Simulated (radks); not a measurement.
Polarisability of the germanium ion Ge3+, [Ar] 3d10 4s1, at imaginary frequency. Method: scalar-relativistic Kohn-Sham, PBE, spin-polarised, spherical densities, finite nucleus; open shells are filled with parallel spins first; Fermi nuclear charge, rms radius 4.0742 fm; computed with a radial shooting solver on a logarithmic mesh with Libxc functionals. Response by self-consistent Sternheimer equations with the Hartree and adiabatic LDA kernel, the relativistic mass of each level held fixed and spin-orbit coupling left out.

w (hartree)  alpha1(iw) (bohr^3)  alpha2(iw) (bohr^5)
0.00266                    5.761                11.30
0.0143                     5.755                11.29
0.0360                     5.724                11.28
0.0697                     5.627                11.23
0.118                      5.396                11.11
0.186                      4.947                10.84
0.280                      4.236                10.30
0.413                      3.334                9.355
0.605                      2.430                7.858
0.892                      1.686                5.881
1.35                       1.139                3.808
2.12                      0.7422                2.117
3.59                      0.4368                1.005
6.94                      0.1998               0.3757
17.5                     0.05088              0.08019

Static values: alpha1 = 5.761 bohr^3 (0.8537 angstrom^3; uncoupled 7.683), alpha2 = 11.30 bohr^5, alpha3 = 49.29 bohr^7. C6 = 14.00, C8 = 175.4, triple-dipole C9 = 53.67 atomic units. One-pole (London) frequency 4 C6 / (3 alpha1^2) = 0.562 hartree, against 1.513 for minus the highest occupied eigenvalue.
